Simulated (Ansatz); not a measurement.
Calculation: frozen-core CCSD(T)/cc-pVTZ // B3LYP-D3(BJ)/def2-TZVP run with Ansatz (a quantum-chemistry and plane-wave program).

Ansatz 0.2 input:
```yaml
crystal:
  periodic: [false, false, false]
  atoms:
    - { symbol: C, position_ang: [2.110095, -0.199612, -0.452175] }
    - { symbol: C, position_ang: [0.908621, -0.179583, -0.373969] }
    - { symbol: B, position_ang: [-0.62004, -0.087874, -0.264261] }
    - { symbol: O, position_ang: [-1.247459, 1.107345, -0.039135] }
    - { symbol: O, position_ang: [-1.366849, -1.215292, -0.393036] }
    - { symbol: H, position_ang: [3.170635, -0.233761, -0.523775] }
    - { symbol: H, position_ang: [-0.643178, 1.851418, 0.038826] }
    - { symbol: H, position_ang: [-2.311833, -1.042646, -0.307081] }
basis:
  gaussian: { orbitals: cc-pVTZ }
correlation:
  method: ccsd_t
```

Output:

```
Functional definition: HF
1141 factors; integrals over basis functions are off by at most 9.2e-4 eV
mean field evaluation 1: about -6854.3089 eV, gradient 4.7e1 eV
mean field evaluation 2: about -6854.6200 eV, gradient 4.7e1 eV
mean field evaluation 4: about -6858.7580 eV, gradient 3.7e0 eV
mean field evaluation 8: about -6858.8056 eV, gradient 2.0e-1 eV
mean field evaluation 16: about -6854.3091 eV, gradient 4.7e1 eV
mean field -6858.80591666 eV, -252.0564683717 hartree, gradient 2.4e-6 eV, S^2 0.000000; 0 other end points of the search recorded, 0 dependent functions left out
5 core orbitals not correlated
reference -6858.80591666 eV, -252.0564683717 hartree; 13, 13 occupied and 174, 174 virtual orbitals, 1141 factors
second order -23.72212611 eV of doubles, -0.00000000 eV of singles
cycle   1  -23.38066652 eV  change    3.4e-1 eV  update   1.1e-1
cycle   2  -23.95509323 eV  change   -5.7e-1 eV  update   3.2e-2
cycle   3  -24.08953389 eV  change   -1.3e-1 eV  update   1.7e-2
cycle   4  -24.07805727 eV  change    1.1e-2 eV  update   4.7e-3
cycle   5  -24.07785810 eV  change    2.0e-4 eV  update   2.2e-3
cycle   6  -24.07978623 eV  change   -1.9e-3 eV  update   6.1e-4
cycle   7  -24.07958527 eV  change    2.0e-4 eV  update   2.3e-4
cycle   8  -24.07947902 eV  change    1.1e-4 eV  update   8.4e-5
cycle   9  -24.07950582 eV  change   -2.7e-5 eV  update   3.5e-5
cycle  10  -24.07950249 eV  change    3.3e-6 eV  update   1.3e-5
perturbative correction -1.05262278 eV, -0.0386831736 hartree
Total energy: -6883.93804193 eV, -252.9800569402 hartree
```

Cost: roughly 50 core-seconds.
